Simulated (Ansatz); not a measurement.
Consider the atomization: `BOC[SiH2]Cl` → B• + C• + Cl• + 6 H• + O• + Si•.

Isolated molecules relaxed with PBE0-D4/def2-TZVP in Ansatz; ΔE leaves out vibrations. CCSD(T)/CBS adds triple-zeta CCSD(T) − MP2 to the extrapolated MP2 energy (def2 sets, frozen cores). This one scheme is used for every species, atoms too. DFT in def2-TZVPP. B3LYP here is the variant with VWN-RPA as its local correlation; programs differ in this. No spin–orbit coupling; open shells (•) take unrestricted orbitals. Spin–orbit coupling would lower the free atoms: a little for B, C, Cl, O, Si. Each species was taken in one conformer, which may not be the lowest.

| level | ΔE (kJ/mol) | difference from CCSD(T)/CBS |
| --- | --- | --- |
| PBE-D4 | 3981.9 | 47.0 |
| r2SCAN-D4 | 3954.4 | 19.5 |
| PBE0-D4 | 3931.5 | -3.4 |
| B3LYP-D4 | 3935.9 | 1.0 |
| ωB97X-V | 3955.3 | 20.4 |
| ωB97M-V | 3957.3 | 22.4 |
| B2PLYP | 3896.7 | -38.2 |
| PBE | 3959.2 | 24.3 |
| r2SCAN | 3948.6 | 13.7 |
| PBE0 | 3912.1 | -22.8 |
| B3LYP | 3899.2 | -35.7 |
| HF/def2-TZVPP | 2972.0 | -962.9 |
| MP2/def2-TZVPP | 3899.5 | -35.4 |
| SCS-MP2/def2-TZVPP | 3884.8 | -50.1 |
| CCSD/def2-TZVPP | 3784.8 | -150.1 |
| CCSD(T)/def2-TZVPP | 3835.8 | -99.1 |
| HF/def2-QZVPP | 2978.0 | -956.9 |
| MP2/def2-QZVPP | 3958.4 | 23.5 |
| SCS-MP2/def2-QZVPP | 3950.0 | 15.1 |
| HF/CBS(def2) | 2978.9 | -956.0 |
| MP2/CBS(def2) | 3998.6 | 63.7 |
| CCSD/CBS(def2) | 3883.8 | -51.1 |
| CCSD(T)/CBS | 3934.9 | 0 |

Largest T1 diagnostic among the species: 0.014.

The D4 term adds +36.7 kJ/mol with B3LYP and +19.3 kJ/mol with PBE0; it sums over pairs of atoms, weighted by their polarisabilities, and B3LYP, whose exchange is more repulsive, gets the larger term. In def2-TZVPP, CCSD(T) changes the Hartree–Fock value by +863.8 kJ/mol (the triples alone add +51.0 kJ/mol) and MP2 by +927.5 kJ/mol; breaking electron pairs costs correlation energy, which Hartree–Fock lacks.

For atomizations the MP2-based limit and the directly extrapolated one differ by several kJ/mol either way, and by 10 to 25 for some Ge, Se and Sn compounds, so smaller differences from it don't rank the levels.
